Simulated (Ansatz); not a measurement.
Input and output for SbH2(SiH3) (SiSbH₅).

```yaml
crystal:
  periodic: [false, false, false]
  atoms:
    - {symbol: Sb, position_ang: [0.614860, 1.115806, 1.148491]}
    - {symbol: H, position_ang: [2.010473, 1.040981, 0.163338]}
    - {symbol: H, position_ang: [-0.091921, 2.275486, 0.110299]}
    - {symbol: Si, position_ang: [-0.468665, -0.810607, -0.179804]}
    - {symbol: H, position_ang: [-0.475817, -0.583478, -1.646388]}
    - {symbol: H, position_ang: [-1.867913, -0.978492, 0.289347]}
    - {symbol: H, position_ang: [0.278982, -2.059685, 0.114717]}
basis:
  gaussian: {orbitals: def2-mTZVPP}
hamiltonian: {xc: {name: rPW86-PBE}}
scf: {lower_state_search: off}
output: {forces: true}
```

```sh
$ ansatz run in.yaml --threads 4 --pin off --events-out ev --progress --plain --max-ram 3916MiB
```

It prints (some lines left out):

```
Functional definition: rPW86-PBE
906 factors; their error is unknown
mean field evaluation 1: about -14510.4300 eV, gradient 1.5e1 eV
mean field evaluation 2: about -14510.5279 eV, gradient 1.4e1 eV
mean field evaluation 4: about -14511.4094 eV, gradient 8.1e-1 eV
mean field evaluation 8: about -14511.3923 eV, gradient 3.8e-2 eV
mean field evaluation 16: about -14511.3923 eV, gradient 6.3e-6 eV
mean field -14511.39233672 eV, -533.2838321993 hartree, gradient 6.3e-6 eV, S^2 0.000000; 0 other end points of the search recorded, 0 dependent functions left out
reference -14511.39245291 eV, -533.2838364692 hartree; 21, 21 occupied and 67, 67 virtual orbitals, 906 factors
Total energy: -14511.39245291 eV, -533.2838364692 hartree
Atom 0 at     0.614860     1.115806     1.148491 Å, force     0.048863     0.092295     0.538803 eV/Å
Atom 1 at     2.010473     1.040981     0.163338 Å, force     0.235621    -0.000175    -0.172292 eV/Å
Atom 2 at    -0.091921     2.275486     0.110299 Å, force    -0.116891     0.206041    -0.174434 eV/Å
Atom 3 at    -0.468665    -0.810607    -0.179804 Å, force    -0.103048    -0.175465    -0.117265 eV/Å
Atom 4 at    -0.475817    -0.583478    -1.646388 Å, force    -0.002385    -0.000910    -0.098651 eV/Å
Atom 5 at    -1.867913    -0.978492     0.289347 Å, force    -0.097263    -0.025833     0.013709 eV/Å
Atom 6 at     0.278982    -2.059685     0.114717 Å, force     0.035102    -0.095954     0.010129 eV/Å
Dipole moment:    -0.002085     0.001688     0.037785 e Å
Checks for a lower state left out: stability, starts, cluster_reference, orbital_swaps, neighbouring_geometries, increment
```

Run time 1.2 s (4 threads of Intel Xeon on a shared host).

In the def2 sets Sb takes a core potential; there is no spin–orbit coupling.
